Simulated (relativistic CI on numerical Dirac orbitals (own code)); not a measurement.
Radial parameters of Pb XXIV

Calculated at this level of theory: Dirac-Coulomb-Breit CI, KLI orbitals optimised for each configuration, a model potential for QED, unscaled Slater integrals (own radial code, finite nucleus).

Slater integrals F^k, G^k are unscaled and averaged over j, outside the closed core [Ar] 3d10; ζ comes from projecting the Hamiltonian with its Breit term on Σ l·s of the shell.

- 4s2.4p6.4d10.4f13: ζ(4f) = 11786 cm⁻¹; <r>(4f) = 0.4223, <r^2>(4f) = 0.2079 (bohr units).
- 4s2.4p6.4d10.4f12.5s: F^2(4f,4f) = 245210, F^4(4f,4f) = 158320, F^6(4f,4f) = 115270, ζ(4f) = 12069, G^3(4f,5s) = 38447 cm⁻¹; <r>(4f) = 0.4184, <r^2>(4f) = 0.2039, <r>(5s) = 0.7494, <r^2>(5s) = 0.6252 (bohr units).
- 4s2.4p6.4d10.4f11.5s2: F^2(4f,4f) = 248100, F^4(4f,4f) = 160320, F^6(4f,4f) = 116770, ζ(4f) = 12355 cm⁻¹; <r>(4f) = 0.4143, <r^2>(4f) = 0.1998 (bohr units).

Averages of the first 10 configurations, taken without configuration mixing, which lowers the lowest level and can move excited configurations by several eV; other configurations of the list can lie among them:

| Configuration | Parity | States | Average energy above the lowest level (eV) |
| --- | --- | --- | --- |
| 4s2.4p6.4d10.4f13 | odd | 14 | 2.3 |
| 4s2.4p6.4d10.4f12.5s | even | 182 | 61.2 |
| 4s2.4p6.4d10.4f11.5s2 | odd | 364 | 129.7 |
| 4s2.4p6.4d10.4f12.5p | odd | 546 | 134.1 |
| 4s2.4p6.4d10.4f11.5s.5p | even | 4368 | 199.6 |
| 4s2.4p6.4d9.4f14 | even | 10 | 290.0 |
| 4s2.4p6.4d10.4f11.5p2 | odd | 5460 | 275.4 |
| 4s2.4p6.4d10.4f11.5s.5d | odd | 7280 | 296.3 |
| 4s2.4p6.4d10.4f12.5d | even | 910 | 228.0 |
| 4s2.4p6.4d9.4f12.5s2 | even | 910 | 414.7 |
